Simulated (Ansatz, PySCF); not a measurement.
System: 1,1,1,3,3-pentafluoropropane, C₃H₃F₅ (charge 0, singlet). SMILES: FC(F)CC(F)(F)F
Geometry from a B3LYP-D3(BJ)/def2-TZVP (Ansatz, an electronic-structure program) optimisation:
```
C
H 1 1.0898
H 1 1.0898 2 108.80
C 1 1.5127 2 107.43 3 117.73
F 4 1.3419 1 112.84 2 -175.55
F 4 1.3469 5 107.48 1 -121.97
F 4 1.3520 5 107.28 6 -115.07
C 1 1.5154 2 108.48 3 -118.67
F 8 1.3626 1 110.69 2 168.87
F 8 1.3672 9 107.36 1 118.12
H 8 1.0911 9 108.09 10 116.37
```

PBE beside other levels, property by property. Valence correlation only, unless marked. Open shells are spin-unrestricted. No spin-orbit coupling. Non-relativistic. Basis-set limits of correlation are two-point, X^-3; Hartree-Fock from the larger set. The bracket is a focal-point correction in the basis named. Rows marked 298 K are enthalpies with B3LYP-D3(BJ) harmonic zero-point and thermal terms. Atomisation energies are electronic, to ground-state atoms; the column to compare with has the core term from cc-pwCVTZ added, other frozen-core levels have none. Frequencies are from Ansatz or PySCF. The coupled-cluster column (Ansatz) is a level with limits of its own: (a) RI-MP2/CBS(cc-pVTZ,cc-pVQZ)+[CCSD(T)-MP2]/cc-pVTZ; (b) CCSD(T)/CBS(cc-pVTZ,cc-pVQZ).

```tsv
property	PBE/def2-TZVPD (Ansatz)	SVWN5/def2-TZVPD (Ansatz)	B2PLYP-D3(BJ)/def2-TZVPD (Ansatz + dftd3)	RI-MP2/CBS(cc-pVTZ,cc-pVQZ) (Ansatz)	coupled cluster
C-H bond dissociation enthalpy, 298 K, to F[C](F)CC(F)(F)F + H atom (kcal/mol)	95.1	106.1	98.8	102.4	103.2 (a)
C-F bond dissociation enthalpy, 298 K, to F[C](F)CC(F)F + F atom (kcal/mol)	125.6	151.6	122.5	134.9	127.3 (b)
C-H bond dissociation enthalpy, 298 K, to FC(F)[CH]C(F)(F)F + H atom (kcal/mol)	98.7	112.0	102.3	106.2	106.2 (a)
C-C bond dissociation enthalpy, 298 K, to F[CH]F + [CH2]C(F)(F)F (kcal/mol)	88.3	107.4	90.8	100.1	96.4 (a)
atomisation energy (kcal/mol)	1115.2	1294.0	1064.2	1117.8	1078.4 (b)
C-F bond dissociation enthalpy, 298 K, to F atom + F[CH]CC(F)(F)F (kcal/mol)	120.8	145.5	117.0	128.7	120.8 (b)
```

As the rows show:
- C-H bond dissociation enthalpy, 298 K, to F[C](F)CC(F)(F)F + H atom: PBE lies 8.1 kcal/mol below coupled cluster.
- C-F bond dissociation enthalpy, 298 K, to F[C](F)CC(F)F + F atom: PBE lies 1.7 kcal/mol below coupled cluster.
- C-H bond dissociation enthalpy, 298 K, to FC(F)[CH]C(F)(F)F + H atom: PBE lies 7.5 kcal/mol below coupled cluster.
- C-C bond dissociation enthalpy, 298 K, to F[CH]F + [CH2]C(F)(F)F: PBE lies 8.1 kcal/mol below coupled cluster.
- atomisation energy: PBE lies 36.8 kcal/mol above coupled cluster.
- C-F bond dissociation enthalpy, 298 K, to F atom + F[CH]CC(F)(F)F: PBE agrees within rounding with coupled cluster.
